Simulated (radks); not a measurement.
Problem. The helium ion He+, configuration 1s0.5 2p0.5 (fractional occupations, a model configuration). All-electron calculation, Dirac Kohn-Sham, PBE, spin-unpolarised, spherical densities, finite nucleus; open shells fill j = l - 1/2 first; Gaussian nuclear charge, rms radius 1.6755 fm. Program: a radial shooting solver on a logarithmic mesh with Libxc functionals. Some entries of the table are withheld. Estimate them.

| orbital | occ. | eigenvalue (eV) | <1/r> (bohr^-1) |
|---|---|---|---|
| 1s1/2 | 0.5 | (1) | 2.040 |
| 2p1/2 | 0.5 | -7.7145 | (2) |
| 2p3/2 | 0 | -7.7140 | (3) |

Solution. 
(1) 1s1/2 eigenvalue (eV): -47.0123
(2) 2p1/2 <1/r> (bohr^-1): 0.4275
(3) 2p3/2 <1/r> (bohr^-1): 0.4275
